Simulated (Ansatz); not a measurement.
Basis-set series for `B[Si](C)(C)S`. Charge 0, multiplicity 1. The structure was optimised at the PBE0-D4/def2-TZVP level. It is one conformer, not always the lowest.

Cartesian coordinates in Å:
```
B -0.928 0.199 -1.747
Si 0.048 0.231 -0.065
C 1.906 0.363 0.048
C -0.752 0.235 1.624
S -0.447 -1.722 -1.106
H -0.287 0.357 -2.748
H -2.118 0.321 -1.776
H 2.182 1.378 0.350
H 2.320 -0.332 0.782
H 2.364 0.169 -0.923
H -0.300 -0.499 2.294
H -1.823 0.039 1.550
H -0.627 1.223 2.078
H -1.538 -1.960 -0.360
```

| functional | basis | functions | energy (Eh) | HOMO (eV) | LUMO (eV) |
| --- | --- | --- | --- | --- | --- |
| PBE0-D4 | def2-TZVPP | 303 | -793.86438 | -6.77 | -0.11 |
| PBE0-D4 | def2-QZVPP | 581 | -793.89241 | -6.78 | -0.22 |
| ωB97M-V | def2-TZVPP | 303 | -794.13475 | -8.85 | 1.55 |
| ωB97M-V | def2-QZVPP | 581 | -794.16128 | -8.86 | 1.18 |

Q: Give the rows for def2-SVP. (Estimate.)

A: The calculation gave: 
```csv
functional,basis,functions,energy (Eh),HOMO (eV),LUMO (eV)
PBE0-D4,def2-SVP,123,-793.50669,-6.75,0.24
ωB97M-V,def2-SVP,123,-793.76877,-8.79,2.13
```

Positive LUMOs are unbound and depend on the basis.

Computed with Ansatz.
